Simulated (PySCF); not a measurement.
State search for IBr

Unrestricted PBE0; PySCF, scalar-relativistic core potentials, basis sets I cc-pVTZ-PP with ECP28, Br cc-pVTZ-PP with ECP10. Outer shells of the fragments: I 4d10 5s2 5p5; Br 3d10 4s2 4p5.

Followed along the bond (rough minima from three points):

| 2Ms+1 | unpaired | ⟨S²⟩ at the start | R at minimum (Å) | Te (eV) |
| --- | --- | --- | --- | --- |
| 1 | none | 0.00 | 2.48 | 0.00 |
| 3 | σ ↑, π ↑ | 2.01 | none in the scan | ≤ 1.56 |

Solutions found at the starting distance of 2.425 Å, counted from the lowest of them; the search is not exhaustive and high or unbound solutions are not listed, so other states can lie among these:

| 2Ms+1 | unpaired | term | E (eV) | ⟨S²⟩ | ⟨Lz²⟩ | μ (D) |
| --- | --- | --- | --- | --- | --- | --- |
| 1 | none | ¹Σ⁺ | 0.00 | 0.00 | 0.00 | -0.57 |
| 3 | σ ↑, π ↑ | ³Π | 2.08 | 2.01 | 1.01 | -0.77 |
| 1 | σ ↑, π ↓ | mixed | 2.31 | 1.01 | 1.01 | -0.71 |
| 3 | π ↑↑ | ³Σ⁻ | 5.01 | 2.01 | 0.00 | -0.66 |
| 1 | π ↑↓ | mixed | 5.23 | 1.01 | 2.02 | -0.60 |
| 3 | σ ↑↑ | ³Σ⁺ | 5.26 | 2.01 | 0.00 | 0.44 |
| 1 | none | mixed | 5.97 | 0.00 | 2.01 | -0.46 |
| 3 | π ↑↑ | mixed | 6.69 | 2.01 | 2.02 | 0.90 |

A term symbol is given only where ⟨S²⟩ and ⟨Lz²⟩ are close to those of a pure state; real π, δ and φ orbitals otherwise mix terms. A positive dipole means I(−)Br(+).

Spin–orbit coupling is left out. Counting both spins, an empty level lies below a filled one in some of these solutions, because spin and occupation are held.
